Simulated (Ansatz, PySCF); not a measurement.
Donor–acceptor adduct: GaH3 (SMILES [GaH3]) (first 4 atoms) with NH3 (SMILES N); geometry from B3LYP-D3(BJ)/def2-TZVP.
(charge 0, multiplicity 1):
```xyz
8

Ga     0.470    -0.368     0.771
H      0.087    -1.901     0.839
H     -0.281     0.541    -0.283
H      1.929     0.056     1.214
N     -0.594     0.292     2.555
H     -1.588     0.106     2.468
H     -0.250    -0.194     3.377
H     -0.468     1.288     2.698
```

Monomers are frozen at their geometry in the pair; levels with a basis set take the counterpoise correction. Rows marked so take none.

Rows in 3-21G carry no dispersion term and start afresh at each structure; the Pople sets are all-electron and without relativity.

The values were computed with Ansatz (a program for electronic structure); PySCF for 3-21G rows, the dispersion terms. Values without a source in brackets are computed.

Question: What is the computed interaction energy (BHLYP-D3(BJ)/def2-TZVPPD)?

Answer: -26.5 kcal/mol

Question: What is the computed interaction energy (r2SCAN-D4/def2-TZVPPD)?

Answer: -28.0 kcal/mol

Question: Predict the interaction energy from B3LYP/3-21G (no counterpoise).

Answer: -45.8 kcal/mol
